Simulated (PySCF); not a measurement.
SMILES [CH3][Al]([CH3])/[CH]=C/[Si](Cl)(Cl)Cl (C₄H₈AlCl₃Si), GFN2-xTB optimised geometry.

```
17

Si     2.76    -1.53     0.02
Cl     3.35    -2.55    -1.64
Cl     3.32    -2.60     1.65
Cl     3.72     0.25     0.05
C      0.89    -1.27     0.01
C      0.25    -0.09     0.00
Al    -1.75    -0.09     0.00
C     -2.63    -1.88     0.00
C     -2.69     1.66     0.00
H      0.29    -2.17     0.01
H      0.87     0.81     0.00
H     -3.72    -1.77    -0.02
H     -2.36    -2.49    -0.86
H     -2.40    -2.47     0.89
H     -3.43     1.75     0.80
H     -1.98     2.49     0.13
H     -3.23     1.85    -0.93
```

Density from B3LYP/def2-SVP (PySCF) at that geometry.

Minimum of the electron density along straight lines between bonded atoms, close to the bond critical point (lines longer than 1.1 times the sum of covalent radii, or with two minima, are not listed):

| bond | length / Å | ρ at the minimum / e bohr⁻³ | ∇²ρ there / e bohr⁻⁵ | position (fraction from the first atom) |
|---|---|---|---|---|
| Si1–Cl2 | 2.031 | 0.098 | 0.30 | 0.37 |
| Si1–Cl3 | 2.031 | 0.098 | 0.30 | 0.37 |
| Si1–Cl4 | 2.024 | 0.099 | 0.30 | 0.37 |
| Si1–C5 | 1.886 | 0.119 | 0.29 | 0.38 |
| C5–C6 | 1.343 | 0.332 | -0.86 | 0.51 |
| C6–Al7 | 2.002 | 0.076 | 0.31 | 0.60 |
| Al7–C8 | 1.989 | 0.079 | 0.31 | 0.40 |
| Al7–C9 | 1.987 | 0.079 | 0.31 | 0.40 |
| C5–H10 | 1.088 | 0.277 | -1.02 | 0.63 |
| C6–H11 | 1.091 | 0.275 | -1.01 | 0.63 |
| C8–H12 | 1.096 | 0.266 | -0.92 | 0.62 |
| C8–H13 | 1.095 | 0.264 | -0.91 | 0.62 |
| C8–H14 | 1.095 | 0.264 | -0.91 | 0.62 |
| C9–H15 | 1.095 | 0.264 | -0.91 | 0.62 |
| C9–H16 | 1.096 | 0.265 | -0.91 | 0.62 |
| C9–H17 | 1.095 | 0.264 | -0.91 | 0.62 |
